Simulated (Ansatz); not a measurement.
Gas-phase reaction in SMILES: CCCCCO → CCC[CH]CO + H atom (the C-H bond at the site shown breaks; other sites are not compared here)
Structures are relaxed separately at B3LYP-D3(BJ)/def2-TZVP in Ansatz (a program for electronic structure), one conformer each, not searched for the lowest. Frequencies are from Ansatz.

Quantity: bond dissociation energy (0 K, with B3LYP-D3(BJ) harmonic zero-point energies), in kcal/mol. Valence correlation only, unless marked. UHF or UKS for open shells. No spin-orbit coupling. Non-relativistic. Basis-set limits of correlation are two-point, X^-3; Hartree-Fock from the larger set. The bracket is a focal-point correction in the basis named.

```json
[
 {"level": "HF/6-31G", "program": "Ansatz", "bond dissociation energy (kcal/mol)": "71.5"},
 {"level": "HSE06-D3(BJ)/def2-TZVPD", "program": "Ansatz + dftd3", "bond dissociation energy (kcal/mol)": "92.8"},
 {"level": "HSE06-D4/def2-TZVPD", "program": "Ansatz + dftd4", "bond dissociation energy (kcal/mol)": "92.9"},
 {"level": "B2PLYP/def2-TZVPD", "program": "Ansatz", "bond dissociation energy (kcal/mol)": "94.7"},
 {"level": "RPA@PBE/cc-pVQZ", "program": "Ansatz", "bond dissociation energy (kcal/mol)": "96.9"},
 {"level": "MP2/STO-3G", "program": "Ansatz", "bond dissociation energy (kcal/mol)": "111.0"},
 {"level": "RI-MP2/cc-pVTZ", "program": "Ansatz", "bond dissociation energy (kcal/mol)": "97.2"},
 {"level": "SCS-MP2/cc-pVTZ", "program": "Ansatz", "bond dissociation energy (kcal/mol)": "99.0"},
 {"level": "CCSD/6-31G*", "program": "Ansatz", "bond dissociation energy (kcal/mol)": "89.6"},
 {"level": "RI-MP2/CBS(cc-pVTZ,cc-pVQZ)+[CCSD(T)-MP2]/cc-pVTZ", "program": "Ansatz", "bond dissociation energy (kcal/mol)": "98.6"}
]
```
